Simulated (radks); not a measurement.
Values are calculated unless marked as measured or tabulated.
Valence configurations of neutral palladium (all share [Kr]). Level of theory: scalar-relativistic Kohn-Sham, PBEsol, spin-polarised, spherical densities, point nucleus; open shells are filled with parallel spins first (spin-orbit coupling, left out, can overturn this in heavy ions) (a radial shooting solver on a logarithmic mesh with Libxc functionals). Energies are relative to 4d10; eigenvalues in eV for spin up.

valence,E (eV),moment (Bohr magnetons),e(4d),e(5p),e(5s)
4d10,0.000,0,-4.051,-,-
4d9.5 5s0.5,0.438,1,-5.504,-,-4.074
4d9 5s1,1.032,2,-7.025,-,-4.797
4d9.5 5p0.5,2.176,1,-6.500,-1.204,-
4d9 5p1,4.937,2,-8.762,-1.930,-
4d8 5p2,12.216,4,-13.248,-3.166,-
4d7 5s1 5p2,16.378,6,-16.575,-3.698,-9.164
4d7 5p3,21.917,6,-17.816,-4.273,-

NIST lists [Kr] 4d10 as the ground configuration; this level of theory agrees among the configurations tried. The energies are those of spherical high-spin densities, not of single terms.
